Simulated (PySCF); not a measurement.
Electronic structure of Se⁺ (selenium, charge +1) at the M06-L level

Configuration: [Ar] 3d10 4s2 4p3, high-spin 4S determinant. Computed with PySCF 2.14 in def2-TZVP, with the non-relativistic Hamiltonian (point nucleus).

| Property | Result |
| --- | --- |
| Total energy | -2401.061 hartree |
| One-electron energy | -3330.525 hartree |
| Hartree (Coulomb) energy | 1016.307 hartree |
| Exchange-correlation energy | -86.843 hartree |
| Kinetic energy | 2398.77660 hartree |
| ⟨S²⟩ | 3.7512 |
| ⟨L²⟩ | 0.000 |
| Sum of ⟨r⟩ | 22.35 bohr |
| Sum of ⟨r²⟩ | 30.75 bohr² |
| Density at the nucleus (Gaussians lack the cusp) | 26300 bohr⁻³ |
| Spin density at the nucleus | -0.576 bohr⁻³ |
| Langevin diamagnetic susceptibility | -24.4 ×10⁻⁶ cm³/mol |
| Time after the integrals | 1.2 s of wall time on 1 thread of Neoverse-V1 (shared host) |

```csv
shell,electrons,mean orbital energy (eV),"rms radius, mean of both spins (bohr)"
1s α,1,-12342.8,0.0521
1s β,1,-12342.6,0.0521
2s α,1,-1588.1,0.217
2s β,1,-1588.0,0.217
2p α,3,-1423.4,0.191
2p β,3,-1423.2,0.191
3s α,1,-223.82,0.624
3s β,1,-223.62,0.624
3p α,3,-166.31,0.641
3p β,3,-166.08,0.641
3d α,5,-65.991,0.698
3d β,5,-65.671,0.698
4s α,1,-27.990,1.93
4s β,1,-24.365,1.93
4p α,3,-16.709,2.22
```
